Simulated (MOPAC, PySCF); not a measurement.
The same groups moved round the core (quinoline fluoro+boryl). All species are isolated molecules in the gas phase. One relaxed conformer stands for each flexible species; it need not be the lowest. Strings in code marks are SMILES.

Quantity: electronic energy of isomers of C9H7BFN relative to `Bc1cc2ccccc2nc1F`, in kcal/mol. Semi-empirical values (MOPAC) are differences of heats of formation.

Level 1: B3LYP-D3(BJ)/def2-TZVP // B3LYP-D3(BJ)/def2-SVP (PySCF)
Level 2: SVWN5/6-31G* // B3LYP-D3(BJ)/def2-SVP (PySCF)
Level 3: frozen-core MP2/6-31G* // B3LYP-D3(BJ)/def2-SVP (PySCF)
Level 4: PM6 // B3LYP-D3(BJ)/def2-SVP (MOPAC)

```json
[
 {"species": "`Bc1cc2ncccc2cc1F`", "level 2": "6.84", "level 3": "5.57", "level 4": "-1.63"},
 {"species": "`Bc1c(F)ccc2ncccc12`", "level 2": "5.33", "level 3": "5.31", "level 4": "-1.28"},
 {"species": "`Bc1ccc(F)c2ncccc12`", "level 2": "7.08", "level 3": "7.53", "level 4": "1.92"},
 {"species": "`Bc1ccc(F)c2cccnc12`", "level 2": "6.81", "level 3": "6.75", "level 4": "0.16"},
 {"species": "`Bc1cc(F)c2cccnc2c1`", "level 2": "7.51", "level 3": "6.03", "level 4": "-0.29"},
 {"species": "`Bc1c(F)ccc2cccnc12`", "level 2": "7.06", "level 3": "6.97", "level 4": "-0.56"},
 {"species": "`Bc1cc2cccnc2cc1F`", "level 2": "6.16", "level 3": "5.91", "level 4": "-2.16"},
 {"species": "`Bc1cc(F)nc2ccccc12`", "level 2": "3.89", "level 3": "3.20", "level 4": "2.88"},
 {"species": "`Bc1c(F)cnc2ccccc12`", "level 2": "8.96", "level 3": "8.73", "level 4": "1.64"},
 {"species": "`Bc1cc(F)cc2cccnc12`", "level 2": "8.92", "level 3": "7.65", "level 4": "0.73"},
 {"species": "`Bc1cc(F)c2ncccc2c1`", "level 2": "9.37", "level 3": "8.59", "level 4": "2.02"},
 {"species": "`Bc1cc(F)c2ccccc2n1`", "level 2": "10.7", "level 3": "8.88", "level 4": "1.49"}
]
```

Problem. What does level 1 give for each, and how far do the other levels lie from it on average?

Solution. 
- `Bc1cc2ncccc2cc1F`: 7.14
- `Bc1c(F)ccc2ncccc12`: 6.88
- `Bc1ccc(F)c2ncccc12`: 8.58
- `Bc1ccc(F)c2cccnc12`: 7.94
- `Bc1cc(F)c2cccnc2c1`: 7.66
- `Bc1c(F)ccc2cccnc12`: 8.21
- `Bc1cc2cccnc2cc1F`: 6.35
- `Bc1cc(F)nc2ccccc12`: 3.79
- `Bc1c(F)cnc2ccccc12`: 10.2
- `Bc1cc(F)cc2cccnc12`: 9.07
- `Bc1cc(F)c2ncccc2c1`: 9.43
- `Bc1cc(F)c2ccccc2n1`: 10.5
Mean absolute difference from level 1, which has limits of its own, over these rows (drawn at random from the members that have all these levels): level 2 0.66 kcal/mol, level 3 1.22 kcal/mol, level 4 7.57 kcal/mol.
